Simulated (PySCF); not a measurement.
Cartesian coordinates in Å; atom numbers follow the order of the lines, from 1:
```xyz
17

C    -1.680    1.278    0.314
N    -0.962    0.035    0.183
C    -1.694   -1.140    0.585
B     0.352   -0.025   -0.295
O     1.028    1.135   -0.658
B     2.305    1.078   -1.124
O     2.938   -0.135   -1.242
B     2.291   -1.293   -0.883
O     1.013   -1.242   -0.418
H    -1.982    1.456    1.361
H    -1.050    2.114   -0.012
H    -2.599    1.273   -0.299
H    -1.076   -2.036    0.450
H    -2.616   -1.259   -0.011
H    -1.993   -1.078    1.647
H     2.883    2.088   -1.433
H     2.859   -2.350   -0.979
```

Computed data (PySCF): shieldings: GIAO PBE0/pcSseg-1, geometry from PBE0-D3(BJ)/def2-SVP. In vacuum, rapidly exchanging positions averaged, non-relativistic Hamiltonian, one conformer.

δ = σ(ref) − σ, references computed at the same level: 13C (σ = 184.41 ppm) and 1H (σ = 31.27 ppm) against TMS; 15N (σ = 265.67 ppm) vs NH3; 11B (σ = 100.73 ppm) against BF3·OEt2; 17O (σ = 334.56 ppm) vs H2O.

| atoms | nucleus | count | Hirshfeld charge | δ (ppm) |
| --- | --- | --- | --- | --- |
| B4 | 11B | 1 | 0.27 | 18.3 |
| O5/O9 | 17O | 2 | -0.22 | ? |
| H16/H17 | 1H | 2 | -0.05 | 4.48 |
| H10/H11/H12/H13/H14/H15 | 1H | 6 | 0.04 | ? |
| O7 | 17O | 1 | -0.22 | 215.2 |
| N2 | 15N | 1 | -0.12 | 72.5 |
| B6/B8 | 11B | 2 | 0.25 | 26.5 |
| C1/C3 | 13C | 2 | -0.06 | 36.0 |

**Question.** Estimate the values marked ?.

**Answer.** 
- H10/H11/H12/H13/H14/H15: 2.78 ppm, hydrogen on a methyl carbon bonded to N; its carbon carries N, hence the downfield position
- O5/O9: 183.5 ppm, oxygen bonded to 2 B, in a 6-membered ring

Hydrogens on boron are broadened and split by 11B (spin 3/2, 80 %) and 10B (spin 3). Shifts are as computed. Against solution values, carbons near 30 ppm lie about +2 ppm off and those near 130 ppm about +5 ppm. Of 1313 compounds with measured shifts, 239 miss one by over three times the rms of a fit or turn the order of signals round; such compounds aren't used in these exercises. Experimental scales use liquid or dissolved standards, which lie at an offset from isolated NH3 (liquid NH3: subtract about 20 ppm) and H2O (liquid H2O: subtract about 36 ppm).
